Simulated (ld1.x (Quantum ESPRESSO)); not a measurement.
**europium (Eu), RRKJ: configuration errors across variants**

europium (Eu), norm-conserving RRKJ (Kleinman–Bylander form), made with ld1.x (Quantum ESPRESSO) 7.5 (PBEsol, scalar-relativistic). Core [Kr] 4d10 5s2, reference 4f7 5p6 5d0 6s1 6p0 (charge +1). Waves: 5p (bound): rc 2.20 bohr; 5d (bound, empty): rc 2.55 bohr; 4f (bound): rc 0.85 bohr; 6s (bound): rc 2.50 bohr. Local part: the s channel. Core correction: a·sin(br)/r model core, default radius (core density twice the valence density). rho0 = 0.02.

All-electron excitation energies from the reference (eV): (1) 4f7 5p6 5d0 6s2 6p0 -6.036; (2) 4f7 5p6 5d0 6s0 6p0 11.131; (3) 4f6 5p6 5d0 6s0 6p0 35.572; (4) 4f7 5p6 5d1 6s0 6p0 1.544; (5) 4f5 5p6 5d0 6s0 6p0 78.401; (6) 4f6 5p6 5d1 6s2 6p0 -2.623; (7) 4f7 5p6 5d0 6s1.5 6p0 -3.629.

Tests that are not counted but printed errors over 1 eV. “wave 4f (bound): rc 0.85 bohr becomes 4f (bound): rc 1.26 bohr”: 4f7 5p6 5d0 6s2 6p0 (pseudo-atom not self-consistent, printed error -1874 eV); 4f6 5p6 5d1 6s2 6p0 (pseudo-atom not self-consistent, printed error -1865 eV).

1 further variants failed, have other tests or too few solved ones, and are left out.

Errors AE − PS in meV (a dash: test not solved or not reliable):

```tsv
change	(1)	(2)	(3)	(4)	(5)	(6)	(7)	bound ghosts
base	+12	-6.9	-1364	-19	-5465	-656	+4.0	none
wave 4f (bound): rc 0.85 bohr becomes 4f (bound): rc 0.68 bohr	+12	-6.9	-1414	-19	-5710	-699	+4.0	none
wave 4f (bound): rc 0.85 bohr becomes 4f (bound): rc 0.82 bohr	+12	-6.9	-1373	-19	-5506	-663	+4.0	none
wave 4f (bound): rc 0.85 bohr becomes 4f (bound): rc 0.94 bohr	+12	-6.9	-1320	-19	-5247	-619	+4.0	none
wave 4f (bound): rc 0.85 bohr becomes 4f (bound): rc 1.02 bohr	+12	-6.9	-1255	-19	-4928	-564	+4.0	none
wave 4f (bound): rc 0.85 bohr becomes 4f (bound): rc 1.26 bohr	–	-7.0	-1039	-18	-3871	–	+4.0	none
```

Q: Give the same row for: wave 4f (bound): rc 0.85 bohr becomes 4f (bound): rc 1.16 bohr.

A: +12, -7.0, -1136, -18, -4342, -463, +4.0; bound ghosts: none.
